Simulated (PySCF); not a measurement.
Species: C4H11As.
Cartesian coordinates in Å at the PBE0-D3(BJ)/def2-SVP level; atoms count from 1:
```xyz
16
C4H11As angstrom
C      1.857   -0.584   -0.223
C      0.777    0.436    0.114
C     -0.618   -0.161    0.294
C     -1.169   -0.806   -0.973
As    -1.959    1.145    0.972
H      2.846   -0.104   -0.288
H      1.673   -1.081   -1.187
H      1.919   -1.368    0.549
H      0.734    1.208   -0.676
H      1.061    0.970    1.036
H     -0.575   -0.926    1.090
H     -0.520   -1.625   -1.323
H     -1.243   -0.072   -1.792
H     -2.172   -1.229   -0.812
H     -1.059    1.734    2.057
H     -1.581    2.250   -0.015
```

Computed, not measured: core-valence-separated Tamm–Dancoff BHandHLYP/aug-pcX-1 (pcseg-1 on H, def2-SVPD on As) in PySCF, non-relativistic, gas phase, PBE0-D3(BJ)/def2-SVP geometry. BHandHLYP without relativity tends to put these K edges a few eV too low, so spacings mean more than positions.

The lowest roots of each edge with f over 0.003 (five at most, numbered afresh; weaker and dark ones are left out), with transition dipoles (au) in the frame of the coordinates:

```
root  edge  E (eV)       μx       μy       μz
   1     C  285.12   0.0504  -0.0485  -0.0310
   2     C  285.29  -0.0278   0.0191   0.0027
   3     C  285.42  -0.0209  -0.0113  -0.0263
   4     C  285.50  -0.0175  -0.0475  -0.0083
   5     C  285.96  -0.0236  -0.0413   0.0377
```

Question: What are the oscillator strengths?

Answer: f = (2/3) ΔE |μ|², with ΔE in hartree (27.2114 eV):

```tsv
root	ΔE (Eh)	|μ|² (au)	f	core hole on
1	10.4780	0.005853	0.041	C3
2	10.4842	0.001145	0.008	C1
3	10.4891	0.001256	0.009	C4
4	10.4919	0.002631	0.018	C2
5	10.5087	0.003684	0.026	C1
```

Question: Molecules are fixed in this frame and the field points along z. What effective strengths 3 f cos²θ do the roots have (θ between field and μ)?

Answer: root 1 (C3): 0.020, root 2 (C1): 0.000, root 3 (C4): 0.015, root 4 (C2): 0.001, root 5 (C1): 0.030. Root 5 is the strongest. Averaged over all orientations cos²θ is 1/3, which gives f back.

 Relativistic effects, spin–orbit coupling among them, are left out although an element past zinc is present.

One conformer stands for the species.
